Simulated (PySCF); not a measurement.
BFCl2, SMILES FB(Cl)Cl. Atoms are numbered in the order given.

```xyz
4

B      0.0000     0.0000    -0.3582
F      0.0000     0.0000    -1.6737
Cl     0.0000    -1.5206     0.4957
Cl     0.0000     1.5206     0.4957
```
Charge 0, spin multiplicity 1.

Geometry: ωB97X-D3(BJ)/def2-SVP.

All values below come from TDA-ωB97X/def2-SVPD in PySCF.

Vertical excitations. Isolated molecule, no solvent. State labels are in the subgroup C2v.

```
state  symmetry  energy (eV)  λ (nm)      f                                            main pairs
-----  --------  -----------  ------  -----  ----------------------------------------------------
S1           A2         7.04     176  0.000                                        HOMO→LUMO 99 %
S2           B1         7.98     155  0.001                                      HOMO−2→LUMO 99 %
S3           B2         8.14     152  0.193                                      HOMO−1→LUMO 92 %
S4           A2         8.87     140  0.000                                      HOMO−4→LUMO 97 %
S5           B2         9.01     138  0.064                                      HOMO→LUMO+1 84 %
S6           A1         9.04     137  0.042                                      HOMO−3→LUMO 90 %
S7           A2         9.35     133  0.000                                    HOMO−1→LUMO+1 80 %
S8           A1         9.83     126  0.146                  HOMO−2→LUMO+1 63 %, HOMO→LUMO+2 21 %
S9           B2        10.03     124  0.023  HOMO→LUMO+4 57 %, HOMO→LUMO+3 14 %, HOMO→LUMO+9 10 %
S10          B1        10.15     122  0.153                HOMO−3→LUMO+1 67 %, HOMO−1→LUMO+2 17 %
T1           A2         6.88     180      0                                        HOMO→LUMO 99 %
T2           B2         7.14     174      0                                      HOMO−1→LUMO 99 %
T3           A1         7.79     159      0                                      HOMO−3→LUMO 98 %
T4           B1         7.82     159      0                                      HOMO−2→LUMO 98 %
```
Triplets are in the Tamm–Dancoff approximation.
